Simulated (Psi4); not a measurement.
lead atom (Pb), triplet (core potentials on Pb); SVWN/def2-TZVP (Psi4).

Input for Psi4:
```
memory 2 GB

molecule {
0 3
Pb    0.00000000    0.00000000    0.00000000
}

set {
  basis def2-tzvp
  reference uks
}

energy('svwn')
print_variables()
```

**Question.** What does Psi4 print? Leave out banner, timings and long lists.

**Answer.** 
```
   => Loading Basis Set <=

    Name: DEF2-TZVP
    Role: ORBITAL
    Keyword: BASIS

    !!!  WARNING: ECP capability is in beta. Please check occupations closely.  !!!

         ---------------------------------------------------------
                                   SCF
               by Justin Turney, Rob Parrish, Andy Simmonett
                          and Daniel G. A. Smith
                              UKS Reference
         ---------------------------------------------------------

  ==> Geometry <==

    Molecular point group: d2h
    Geometry (in Angstrom), charge = 0, multiplicity = 3:

       Center              X                  Y                   Z               Mass
    ------------   -----------------  -----------------  -----------------  -----------------
         PB           0.000000000000     0.000000000000     0.000000000000   207.976652500000

  Running in d2h symmetry.

  Rotational constants: A = ************  B = ************  C = ************ [cm^-1]
  Rotational constants: A = ************  B = ************  C = ************ [MHz]
  Nuclear repulsion =    0.000000000000000

  Charge       = 0
  Multiplicity = 3
  Electrons    = 22
  Nalpha       = 12
  Nbeta        = 10

  ==> Algorithm <==

  SCF Algorithm Type is DF.
  DIIS enabled.
  MOM disabled.
  Fractional occupation disabled.
  Guess Type is CORE.
  Energy threshold   = 1.00e-06
  Density threshold  = 1.00e-06
  Integral threshold = 1.00e-12

  ==> Primary Basis <==

  Basis Set: DEF2-TZVP
    Blend: DEF2-TZVP
    Number of shells: 16
    Number of basis functions: 50
    Number of Cartesian functions: 59
    Spherical Harmonics?: true
    Max angular momentum: 3

  Core potential: DEF2-TZVP
    Number of shells: 4
    Number of ECP primitives: 18
    Number of ECP core electrons: 60
    Max angular momentum: 3

  ==> DFT Potential <==

   => LibXC <=

    Version 7.1.2
    S. Lehtola, C. Steigemann, M. J. T. Oliveira, and M. A. L. Marques,  SoftwareX 7, 1–5 (2018) (10.1016/j.softx.2017.11.002)

   => Composite Functional: SVWN <=

    Slater exchange
    Vosko, Wilk & Nusair (VWN5_RPA)
    P. A. M. Dirac,  Math. Proc. Cambridge Philos. Soc. 26, 376 (1930) (10.1017/S0305004100016108)
    F. Bloch,  Z. Phys. 57, 545 (1929) (10.1007/BF01340281)
    S. H. Vosko, L. Wilk, and M. Nusair,  Can. J. Phys. 58, 1200 (1980) (10.1139/p80-159)

    Deriv               =              1
    GGA                 =          FALSE
    Meta                =          FALSE

[...]
    NA   [     4,    1,    1,    1,    0,    1,    2,    2 ]
    NB   [     4,    1,    1,    1,    0,    1,    1,    1 ]

   @DF-UKS iter  98:  -192.99597677562338   -1.20474e-04   2.46819e-03 ADIIS/DIIS
    Occupation by irrep:
             Ag   B1g   B2g   B3g    Au   B1u   B2u   B3u
    DOCC [     4,    1,    1,    1,    0,    1,    1,    1 ]
    SOCC [     0,    0,    0,    0,    0,    1,    0,    1 ]
    NA   [     4,    1,    1,    1,    0,    2,    1,    2 ]
    NB   [     4,    1,    1,    1,    0,    1,    1,    1 ]

   @DF-UKS iter  99:  -192.99628410000258   -3.07324e-04   2.19292e-03 ADIIS/DIIS
    Occupation by irrep:
             Ag   B1g   B2g   B3g    Au   B1u   B2u   B3u
    DOCC [     4,    1,    1,    1,    0,    1,    1,    1 ]
    SOCC [     0,    0,    0,    0,    0,    0,    1,    1 ]
    NA   [     4,    1,    1,    1,    0,    1,    2,    2 ]
    NB   [     4,    1,    1,    1,    0,    1,    1,    1 ]

   @DF-UKS iter 100:  -192.99592416335193    3.59937e-04   2.51335e-03 ADIIS/DIIS

PsiException: Could not converge SCF iterations in 100 iterations.

  Failed to converge.

Traceback (most recent call last):
  File "psi4", line 375, in <module>
  File "<string>", line 22, in <module>
  File "site-packages/psi4/driver/driver.py", line 533, in energy
  File "site-packages/psi4/driver/procrouting/proc.py", line 2760, in run_scf
  File "site-packages/psi4/driver/procrouting/proc.py", line 2047, in scf_helper
  File "site-packages/psi4/driver/procrouting/scf_proc/scf_iterator.py", line 93, in scf_compute_energy
  File "site-packages/psi4/driver/procrouting/scf_proc/scf_iterator.py", line 86, in scf_compute_energy
  File "site-packages/psi4/driver/procrouting/scf_proc/scf_iterator.py", line 609, in scf_iterate

psi4.driver.p4util.exceptions.SCFConvergenceError: Could not converge SCF iterations in 100 iterations.

Printing out the relevant lines from the Psithon --> Python processed input file:
    Pb    0.00000000    0.00000000    0.00000000
    """)
    core.IO.set_default_namespace("")
    core.set_global_option("BASIS", "def2-tzvp")
    core.set_global_option("REFERENCE", "uks")
--> energy('svwn')
    print_variables()

!-------------------------------------------------------!
!                                                       !
!  Could not converge SCF iterations in 100 iterations. !
!                                                       !
!-------------------------------------------------------!
```

Convergence was not reached.
